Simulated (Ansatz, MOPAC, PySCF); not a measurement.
Species: Si2N2H7, net charge 0, doublet state. SMILES: [SiH2](N)[N][SiH3]
Geometry from a B3LYP-D3(BJ)/def2-TZVP (Ansatz, a program for electronic structure) optimisation:
```
N
Si 1 1.7184
Si 1 1.7224 2 139.63
N 3 1.7107 1 117.53 2 173.27
H 4 1.0078 3 120.44 1 -82.43
H 4 1.0082 5 111.10 3 -150.56
H 2 1.4833 1 108.41 3 -135.23
H 3 1.4834 4 106.05 5 39.58
H 3 1.4854 8 112.31 4 -118.22
H 2 1.4857 7 109.25 1 115.38
H 2 1.4863 7 108.37 10 118.15
```
Charge 0, spin multiplicity 2.

Wanted: enthalpy of formation at 298 K, in kcal/mol. Set-up: UHF or UKS for open shells; 6-31G* and kin with 6d, 5d where marked; non-relativistic; no dispersion term unless named; no spin-orbit coupling; 6-311+G** with 5d, 6d on Na to Ar in Ansatz; valence correlation only; PM7 with its own dispersion and hydrogen-bond terms; LANL2DZ with its own core potentials from Na on. Basis-set limits of correlation are two-point, X^-3; Hartree-Fock from the larger set. First-principles rows: single points at B3LYP-D3(BJ) geometries (Ansatz), with unscaled harmonic terms from B3LYP/6-31G* (Ansatz) at its own minima, enthalpies of formation by atomisation with measured atoms. Semi-empirical rows: MOPAC heats of formation at their own minima for 298 K.

Coupled cluster (Ansatz) is a level with limits of its own, used here on species with T1 under 0.025 (0.045 for open shells) and stable references: CCSD(T)/CBS(cc-pV(T+d)Z,cc-pV(Q+d)Z).

Value to compare with, CCSD(T)/CBS(cc-pV(T+d)Z,cc-pV(Q+d)Z) (Ansatz): 15.7 kcal/mol.

| level | program | enthalpy of formation at 298 K (kcal/mol) | difference |
|---|---|---|---|
| PM3 | MOPAC | -6.4 | -22.1 |
| PM7 | MOPAC | -2.2 | -17.9 |
| HF/3-21G | Ansatz | 348.2 | 332.5 |
| PBE/STO-3G | Ansatz | -154.7 | -170.4 |
| PBE/def2-SVP | Ansatz | 28.3 | 12.6 |
| BP86/6-31G* (5d) | PySCF | 16.1 | 0.4 |
| B3LYP/3-21G | Ansatz | 84.0 | 68.3 |
| B3LYP/LANL2DZ | Ansatz | 76.3 | 60.6 |
| B3LYP/6-31G* | Ansatz | 39.3 | 23.6 |
| B3LYP/6-31G** | Ansatz | 31.3 | 15.6 |
| PBE0/6-311+G** | Ansatz | 43.7 | 28.0 |
| MP2/STO-3G | Ansatz | 53.9 | 38.2 |
| MP2/3-21G | Ansatz | 217.9 | 202.2 |
| MP2/6-311+G** | Ansatz | 85.6 | 69.9 |
| wB97M-V/def2-TZVPD | Ansatz | 13.1 | -2.6 |

Among the 14 habitual levels, HF/3-21G lies farthest from CCSD(T)/CBS(cc-pV(T+d)Z,cc-pV(Q+d)Z) (Ansatz) (332.5 kcal/mol) and BP86/6-31G* (5d) nearest (0.4); 11 of 14 lie above it, and their mean absolute difference is 75.9 kcal/mol, the median 33.1. One case shows no general order.

The levels are drawn from those run, B3LYP/6-31G* more often than the rest, none by its result; left out are runs that failed, that the program found above a lower state of the same kind, or whose <S^2> lies over 0.5 above the pure value.
